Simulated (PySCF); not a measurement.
Si(Cl)3(Et), SMILES CC[Si](Cl)(Cl)Cl, singlet, B3LYP/def2-SVP optimised geometry.

```
11

C      1.08     0.25     1.20
C      0.42    -0.44     0.00
Si    -1.44    -0.44     0.00
Cl    -2.18    -1.41     1.68
Cl    -2.18     1.50     0.00
Cl    -2.16    -1.41    -1.68
H      2.18     0.21     1.13
H      0.79     1.31     1.26
H      0.79    -0.23     2.15
H      0.74    -1.50    -0.07
H      0.74     0.03    -0.95
```

Density from B3LYP/def2-TZVP (PySCF) at that geometry.

Minimum of the electron density along straight lines between bonded atoms, close to the bond critical point (lines longer than 1.1 times the sum of covalent radii, or with two minima, are not listed):

```
bond     length / Å  ρ at the minimum / e bohr⁻³  ∇²ρ there / e bohr⁻⁵  position (fraction from the first atom)
-------  ----------  ---------------------------  --------------------  ---------------------------------------
C1–C2         1.535                            …                     …                                     0.49
C2–Si3        1.868                            …                  0.10                                     0.61
Si3–Cl4       2.070                        0.100                  0.18                                     0.36
Si3–Cl5       2.070                        0.100                  0.18                                     0.36
Si3–Cl6       2.068                        0.100                  0.18                                     0.36
C1–H7         1.101                        0.273                 -0.92                                     0.64
C1–H8         1.101                        0.274                 -0.93                                     0.64
C1–H9         1.101                        0.274                 -0.93                                     0.64
C2–H10        1.104                        0.269                 -0.89                                     0.64
C2–H11        1.104                        0.269                 -0.89                                     0.64
```

### Question
What belongs in the gaps?

### Answer

- C1–C2, ρ at the minimum / e bohr⁻³: 0.238
- C1–C2, ∇²ρ there / e bohr⁻⁵: -0.57
- C2–Si3, ρ at the minimum / e bohr⁻³: 0.131
